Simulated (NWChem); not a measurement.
Species: WO, triplet; SMILES [O]=[W]

```xyz
2

W      0.0000     0.0000    -0.1610
O      0.0000     0.0000     1.4890
```
Atoms are numbered in this order, from 1.

Computed with NWChem. Spin-unrestricted. Geometry: optimised at PBE0-D3(BJ)/def2-TZVP, spin-unrestricted. No stability test was run on the SCF state. def2 effective core potentials on W; no spin-orbit coupling.

**Question.** Predict the results for LC-BLYP (range parameter 0.33 per bohr)/def2-SVP. Quantities: highest occupied level (eV); lowest empty minus highest occupied level, either spin (eV); dipole (D); <S²>.

**Answer.** 
| Quantity | Value |
|---|---|
| highest occupied level (eV) | -7.79 |
| lowest empty minus highest occupied level, either spin (eV) | 7.32 |
| dipole (D) | 2.34 |
| <S²> | 2.03 |
